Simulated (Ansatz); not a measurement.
C2H7ClOSi can be A, `OC[SiH2]CCl`, or B, `CC(Cl)[SiH2]O`.

Program: Ansatz. Geometries: PBE0-D4/def2-TZVP. ΔE: electronic, gas phase. CCSD(T)/CBS is the MP2 limit (def2-TZVPP, def2-QZVPP) plus CCSD(T) − MP2 in def2-TZVPP, frozen cores. DFT in def2-TZVPP. B3LYP here is the variant with VWN-RPA as its local correlation; programs differ in this. Each species was taken in one conformer, which may not be the lowest.

**Question.** Which is lower in electronic energy at CCSD(T)/CBS, and by how much? (An estimate is asked.)

**Answer.** Ansatz gave: B, by 175.6 kJ/mol.

**Question.** Give E(B) − E(A) in kJ/mol with MP2/def2-TZVPP, LDA (SPW92), PBE0-D4, B2PLYP, B3LYP-D4, CCSD/def2-TZVPP, HF/def2-TZVPP. (Best estimate.)

**Answer.** Ansatz gave: MP2/def2-TZVPP -183.5, LDA (SPW92) -160.4, PBE0-D4 -163.3, B2PLYP -173.2, B3LYP-D4 -166.8, CCSD/def2-TZVPP -174.7, HF/def2-TZVPP -180.7. None reverses the order clearly.

**Question.** Does the order hold for the free energy at 298.15 K (harmonic terms from PBE0-D4)? (Best estimate.)

**Answer.** The calculation gave: Yes: G(B) − G(A) = -173.8 kJ/mol, for one conformer each.

Largest T1 diagnostic: 0.010.

From r2SCAN to r2SCAN0 (25 % exact exchange), in def2-TZVPP and without D4, E(B) − E(A) moves by −3.2 kJ/mol. Leaving LDA and LC-ωPBE aside and taking each functional with its dispersion term where it has one, the values, not all of them listed here, spread over 18.8 kJ/mol, from BHLYP-D4 to revPBE-D4. LDA lies −4.7 kJ/mol from PBE without D4.
